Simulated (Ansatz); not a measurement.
`B[SiH](O)OC` + `F[SiH](S)[GeH3]` → `B[SiH](F)OC` + `O[SiH](S)[GeH3]`  (redistribution)

Computed with Ansatz on PBE0-D4/def2-TZVP structures; ΔE is electronic, products minus reactants. CCSD(T)/CBS is the MP2 limit (def2-TZVPP, def2-QZVPP) plus CCSD(T) − MP2 in def2-TZVPP, frozen cores. DFT in def2-TZVPP. B3LYP here is the variant with VWN-RPA as its local correlation; programs differ in this. For Ge outer-core shells are correlated without core-valence functions, which leaves a few kJ/mol of doubt a bond. Scalar relativity is left out up to krypton. Each species was taken in one conformer, which may not be the lowest.

| level | ΔE (kJ/mol) | difference from CCSD(T)/CBS |
| --- | --- | --- |
| r2SCAN-D4 | 2.6 | 1.5 |
| B3LYP-D4 | 2.0 | 0.9 |
| ωB97M-V | 2.5 | 1.4 |
| PBE | 3.9 | 2.8 |
| r2SCAN | 2.6 | 1.5 |
| HF/def2-TZVPP | 0.0 | -1.1 |
| MP2/def2-TZVPP | 1.1 | 0.0 |
| CCSD/def2-TZVPP | 1.4 | 0.3 |
| CCSD(T)/def2-TZVPP | 1.8 | 0.7 |
| MP2/CBS(def2) | 0.5 | -0.6 |
| CCSD(T)/CBS | 1.1 | 0 |

Largest T1 diagnostic among the species: 0.012.
